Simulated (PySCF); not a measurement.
**J couplings in `C=CC(=O)I`, C₃H₃IO**

Cartesian coordinates in Å; atom numbers follow the order of the lines, from 1:
```xyz
8

C    -1.043   -0.152    0.043
C     0.093    0.545    0.149
C     1.350   -0.037   -0.363
O     1.495   -1.080   -0.900
I     3.072    1.293   -0.026
H    -1.048   -1.144   -0.417
H    -1.989    0.251    0.413
H     0.141    1.537    0.603
```

[PySCF 2.14 with density-fitted X2C routines: indirect couplings; PBE0/pcJ-1 (dyall-v2z on I), no solvent, finite nuclei, structure from PBE0-D3(BJ)/def2-SVP]

Non-relativistic values:
| coupling | atoms | J (Hz) |
| --- | --- | --- |
| 1J(127I,13C) | I5 – C3 | -203.5 |
| 2J(127I,13C) | I5 – C2 | 30.6 |
| 2J(127I,17O) | I5 – O4 | 60.3 |
| 3J(127I,13C) | I5 – C1 | 16.6 |
| 3J(127I,1H) | I5 – H8 | -2.5 |
| 4J(127I,1H) | I5 – H6 | 2.2 |
| 4J(127I,1H) | I5 – H7 | 4.8 |

Task: What do two-component X2C with spin–orbit coupling give?

Result: 
| coupling | atoms | with spin–orbit (Hz) |
| --- | --- | --- |
| 1J(127I,13C) | I5 – C3 | -217.2 |
| 2J(127I,13C) | I5 – C2 | 27.5 |
| 2J(127I,17O) | I5 – O4 | 62.8 |
| 3J(127I,13C) | I5 – C1 | 14.6 |
| 3J(127I,1H) | I5 – H8 | -3.2 |
| 4J(127I,1H) | I5 – H6 | 1.8 |
| 4J(127I,1H) | I5 – H7 | 4.6 |

The largest listed coupling, 1J(127I,13C), ends at 1.07 times its non-relativistic value. Couplings to strongly quadrupolar nuclei (127I) are seldom resolved in solution.
